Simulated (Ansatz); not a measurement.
System: Be2H2 (charge 0, singlet). 
Structure (B3LYP-D3(BJ)/def2-TZVP (Ansatz, a first-principles code) minimum search):
SMILES: [BeH][BeH]
```xyz
4

H      0.0000     0.0000    -2.3848
Be     0.0000     0.0000    -1.0462
Be     0.0000     0.0000     1.0462
H      0.0000     0.0000     2.3848
```
Charge 0, spin multiplicity 1.

Atomisation energy built up term by term with Ansatz (kcal/mol; UHF references for open shells; valence terms freeze the core; atomic spin-orbit terms are left out; no core correlation term is included; no scalar relativity (X2C) term is included). Basis-set limits of correlation are two-point, X^-3; Hartree-Fock from the larger set.

| term | basis | kcal/mol |
|---|---|---|
| Hartree-Fock | def2-QZVPPD | (withheld) |
| CCSD correlation | CBS(def2-TZVPPD,def2-QZVPPD) | 22.53 |
| (T) | CBS(def2-TZVPPD,def2-QZVPPD) | (withheld) |
| sum: De |  | (withheld) |

### Question
Complete the blanks.

### Answer

- Hartree-Fock, kcal/mol: 152.68
- (T), kcal/mol: 1.35
- sum: De, kcal/mol: 176.6
